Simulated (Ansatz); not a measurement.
The cluster In2Te3, relaxed as a singlet with RKS r2SCAN-D4/def2-SVP in Ansatz, starting from the GFN1-xTB geometry. Force threshold 0.02 eV/Å.

In the def2 sets In, Te take a core potential; there is no spin–orbit coupling. The structure comes from a short search, and lower isomers may exist.

Start:

```xyz
5

In   -1.970    0.033    1.323
In    1.944    0.819   -1.087
Te   -1.088    0.752   -1.522
Te    0.047   -1.528   -0.423
Te    1.067   -0.075    1.709
```

(1) Estimate the energy that the relaxation releases and the steps that it takes.

(2) Does the start keep its bonding and symmetry?

(3) Predict the relaxed structure.

Results:

(1) 0.14 eV, in 5 steps; 19 s on 4 threads of Arm Neoverse V2 on a shared host. No frequencies were taken in this run, so the end may be a saddle point.

(2) By distances, no bond broke or formed. The bond that changes most is In2–Te4, from 3.09 to 3.30 Å (atoms count from 1). Point group C2v at the start, C2v at the end, both within 0.05 Å.

(3) 
```xyz
5

In   -1.9893    0.2163    1.3824
In    1.9519    1.0073   -1.0442
Te   -1.1196    0.6279   -1.6136
Te    0.0496   -1.6247   -0.4491
Te    1.1073   -0.2268    1.7245
```
Bond lengths (bridged metal pairs left out): 6 × In–Te 3.15 to 3.30 Å; 2 × Te–Te 2.79 Å.
